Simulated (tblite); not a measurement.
A geometry optimisation, step by step.

Species: C₆H₁₃NOSi₂.
Atom-mapped SMILES: `[CH3:1][O:2][C@@H:3]1[CH2:4][C@@H:5]([CH2:6][C:7]#[N:8])[SiH2:9][SiH2:10]1` (hydrogens: H11, H12, H13 on C1; H14 on C3; H15, H16 on C4; H17 on C5; H18, H19 on C6; H20, H21 on Si9; H22, H23 on Si10)

Computed with GFN2-xTB (tblite), gas phase: L-BFGS steps from a force-field or distance-geometry start until the largest atomic force falls under 0.01 eV/Å. 3 of its 67 geometries are shown.

Step 0: E = -812.2430 eV, largest atomic force 3.101 eV/Å
```
atom  x, y, z in Å  |  force x, y, z in eV/Å
C1     -3.273    0.540    0.457    0.150   0.278  -0.389
O2     -1.946    0.664   -0.017   -0.101  -0.830   0.735
C3     -0.992   -0.094    0.791    0.120   0.508  -0.451
C4      0.366    0.646    0.656    0.005  -0.407  -0.010
C5      0.962    0.470   -0.758   -0.113  -0.432  -0.184
C6      2.307    1.189   -0.949    0.518  -0.172   0.812
C7      3.353    0.756   -0.005    1.143  -0.613   1.224
N8      4.169    0.412    0.758   -2.158   0.913  -2.031
Si9     0.976   -1.418   -1.228   -0.253  -0.065   0.413
Si10   -0.750   -1.952    0.256    0.293   0.104  -0.507
H11    -3.372    0.944    1.470    0.062  -0.055   0.092
H12    -3.929    1.125   -0.202    0.330  -0.105   0.041
H13    -3.620   -0.497    0.445    0.091  -0.089   0.041
H14    -1.308   -0.077    1.837   -0.089   0.336   0.122
H15     1.053    0.253    1.424   -0.112  -0.011  -0.302
H16     0.229    1.709    0.882   -0.106  -0.057  -0.111
H17     0.263    0.929   -1.476    0.088   0.071   0.263
H18     2.155    2.263   -0.820    0.111   0.149   0.193
H19     2.675    1.051   -1.966    0.069  -0.195  -0.040
H20     2.269   -2.040   -0.849   -0.196   0.214  -0.299
H21     0.636   -1.583   -2.664    0.321   0.080   0.251
H22    -1.971   -2.513   -0.382    0.250   0.122   0.402
H23    -0.257   -2.749    1.419   -0.425   0.255  -0.266
```

Step 33: E = -812.5202 eV, largest atomic force 0.027 eV/Å
```
atom  x, y, z in Å  |  force x, y, z in eV/Å
C1     -3.217    0.483    0.438   -0.006  -0.001   0.007
O2     -1.902    0.559   -0.027   -0.016   0.009   0.006
C3     -0.946   -0.084    0.824   -0.016   0.013   0.008
C4      0.388    0.640    0.642    0.002   0.004  -0.008
C5      0.922    0.476   -0.783    0.015   0.011  -0.003
C6      2.267    1.198   -0.947    0.007  -0.008   0.002
C7      3.247    0.705   -0.016    0.014   0.003  -0.009
N8      4.014    0.315    0.737   -0.003  -0.004  -0.010
Si9     0.964   -1.402   -1.208   -0.001   0.012  -0.002
Si10   -0.743   -1.920    0.258    0.008   0.004  -0.002
H11    -3.309    0.919    1.442   -0.013  -0.003  -0.013
H12    -3.830    1.053   -0.259    0.009  -0.020  -0.003
H13    -3.579   -0.553    0.476    0.016   0.013   0.005
H14    -1.267    0.034    1.868   -0.019  -0.003   0.019
H15     1.106    0.235    1.361   -0.001   0.002  -0.002
H16     0.251    1.703    0.870    0.002  -0.002  -0.005
H17     0.210    0.966   -1.455    0.000   0.003   0.008
H18     2.152    2.275   -0.771   -0.002  -0.027  -0.002
H19     2.651    1.055   -1.962   -0.001   0.008   0.015
H20     2.294   -1.940   -0.902   -0.005   0.002  -0.007
H21     0.773   -1.546   -2.657    0.007  -0.006  -0.011
H22    -2.020   -2.399   -0.279    0.004  -0.002  -0.002
H23    -0.431   -2.746    1.430   -0.003  -0.009   0.009
```

Step 66: E = -812.5231 eV, largest atomic force 0.008 eV/Å
```
atom  x, y, z in Å  |  force x, y, z in eV/Å
C1     -3.224    0.458    0.429   -0.003   0.000  -0.001
O2     -1.906    0.575   -0.020   -0.001   0.000   0.006
C3     -0.949   -0.064    0.833   -0.001  -0.005   0.001
C4      0.388    0.656    0.649    0.000   0.000   0.002
C5      0.925    0.490   -0.775   -0.001   0.004   0.002
C6      2.278    1.197   -0.938    0.000  -0.003   0.001
C7      3.267    0.669   -0.037   -0.004  -0.003   0.000
N8      4.043    0.249    0.691   -0.001   0.000   0.001
Si9     0.953   -1.387   -1.208   -0.002   0.001   0.003
Si10   -0.747   -1.901    0.267    0.001  -0.003   0.000
H11    -3.356    0.942    1.406    0.004   0.002  -0.002
H12    -3.852    0.954   -0.308    0.000   0.003  -0.005
H13    -3.530   -0.592    0.520   -0.002   0.001   0.000
H14    -1.271    0.057    1.877    0.000   0.001  -0.001
H15     1.103    0.246    1.369    0.006   0.003   0.001
H16     0.257    1.719    0.876   -0.003   0.000  -0.004
H17     0.218    0.991   -1.445    0.000   0.000  -0.004
H18     2.179    2.270   -0.737    0.002  -0.007   0.003
H19     2.646    1.073   -1.961    0.000   0.006   0.002
H20     2.280   -1.935   -0.911    0.002   0.001  -0.002
H21     0.760   -1.527   -2.658   -0.004   0.000  -0.003
H22    -2.019   -2.383   -0.281    0.003  -0.001   0.003
H23    -0.448   -2.731    1.441    0.004   0.001   0.000
```

Question: Summarise the path.

Answer: The energy falls by 6.46 kcal/mol from step 0 to step 66; nine tenths of that is first reached at step 11. It rises by more than 0.2 meV at step 1. The largest force goes from 3.101 to 0.008 eV/Å. Among the bonds C6–C7 changes most, from 1.474 to 1.438 Å; the atoms move by 0.116 Å rms after alignment.

Question: Follow the three bonds and two angles with the largest change from start to end.

Answer: 
```
step  E above end (kcal/mol)  largest force (eV/Å)  C6–C7 (Å)  Si9–Si10 (Å)  O2–C3 (Å)  Si9–Si10–H23 (°)  H20–Si9–H21 (°)
   0                    6.46                 3.101      1.474         2.338      1.462             111.8            113.6
   3                    3.12                 0.448      1.442         2.305      1.435             112.6            112.2
   6                    1.35                 0.244      1.438         2.285      1.435             114.2            109.4
   9                    0.80                 0.155      1.439         2.304      1.429             115.1            107.4
  11                    0.58                 0.141      1.438         2.306      1.429             116.0            106.6
  14                    0.38                 0.093      1.440         2.310      1.432             117.3            105.8
  17                    0.27                 0.075      1.439         2.314      1.432             118.1            105.1
  20                    0.21                 0.052      1.438         2.311      1.433             118.5            105.3
  23                    0.16                 0.066      1.439         2.311      1.433             119.0            106.1
  26                    0.11                 0.048      1.438         2.310      1.431             119.0            106.8
  29                    0.09                 0.044      1.437         2.310      1.432             118.7            107.0
  32                    0.07                 0.034      1.438         2.309      1.432             118.5            106.8
  34                    0.06                 0.026      1.438         2.308      1.432             118.5            106.6
  37                    0.06                 0.030      1.438         2.308      1.432             118.5            106.4
  40                    0.05                 0.026      1.438         2.309      1.432             118.6            106.2
  43                    0.04                 0.032      1.438         2.308      1.432             118.7            106.2
  46                    0.03                 0.027      1.438         2.308      1.432             118.9            106.3
  49                    0.02                 0.039      1.438         2.310      1.432             119.0            106.4
  52                    0.01                 0.021      1.438         2.308      1.432             118.9            106.4
  55                    0.01                 0.021      1.438         2.308      1.432             118.9            106.4
  57                    0.01                 0.012      1.438         2.309      1.432             118.9            106.4
  60                    0.00                 0.017      1.438         2.309      1.432             118.9            106.4
  63                    0.00                 0.017      1.438         2.308      1.432             119.1            106.4
  66                    0.00                 0.008      1.438         2.308      1.432             119.1            106.4
```

The cost below is that of the whole relaxation. The run took 0.75 s wall on one thread of an Arm Neoverse V1, no GPU, shared host.
